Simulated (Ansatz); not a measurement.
Isomers of NiP₂H₆I₂ (singlet), relaxed with r2SCAN-D4/def2-SVP; total energies from Ansatz at RPA@PBE/def2-TZVP.

```
isomer                  description  energy (Eh)
     A  trans-NiI2(PH3)2 (NiP₂H₆I₂)  -2787.80104
     B    cis-NiI2(PH3)2 (NiP₂H₆I₂)  -2787.79103
```

In the def2 sets I takes a core potential; there is no spin–orbit coupling. Correlated methods freeze 23 core orbitals; core or outer-core shells of I, Ni are correlated, in sets that lack core-valence functions.

Problem. Work out the relative energies (1 Eh = 2625.5 kJ/mol) and the Boltzmann populations at 500 K from electronic energies alone (R = 8.314 J/mol/K).

Solution. ΔE: A 0.0, B 26.3 kJ/mol. RT = 4.16 kJ/mol. Factors exp(−ΔE/RT): A 1, B 0.0018; sum 1.002. Populations: A 99.8 %, B 0.2 %. Zero-point energy, vibrational entropy and symmetry numbers are left out and can shift these; an error of 4 kJ/mol changes a ratio by a factor of 2.6. Over the other density-functional and correlated levels in def2 sets, the gap between A and B ranges from 20 to 36 kJ/mol.
